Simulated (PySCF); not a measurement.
# How methods differ on the ionisation energy of Fe(14+)

Fe(14+) [Ne] 3s2 → Fe(15+) [Ne] 3s1 [3s1/2^1, M_J = 1/2], as a difference of total energies. Computed with PySCF 2.14 in an uncontracted even-tempered set (19 s from 1.2 bohr⁻², ratio 2.4; 13 p from 1.5 bohr⁻², ratio 2.4; 5 d from 5.7 bohr⁻², ratio 2.6; 4 f from 8.5 bohr⁻², ratio 2.6), with the two-component X2C-1e Hamiltonian. Correlated levels: 1s2 frozen; the 52 highest virtual spinors dropped. "Screened" scales the spin-orbit matrix elements by Boettger's factors to mimic the two-electron term; Breit and QED terms are absent.

```
                    method  ionisation energy (eV)
 GHF (screened spin-orbit)                  452.93
GMP2 (screened spin-orbit)                  455.22
```

**Question.** How much does correlation contribute at GMP2 (screened spin-orbit)?

**Answer.** 455.22 − (452.93) = 2.29 eV, measured against GHF (screened spin-orbit).

For comparison: 456.2 ± 0.5 eV (measured; NIST Atomic Spectra Database, ionization energies).
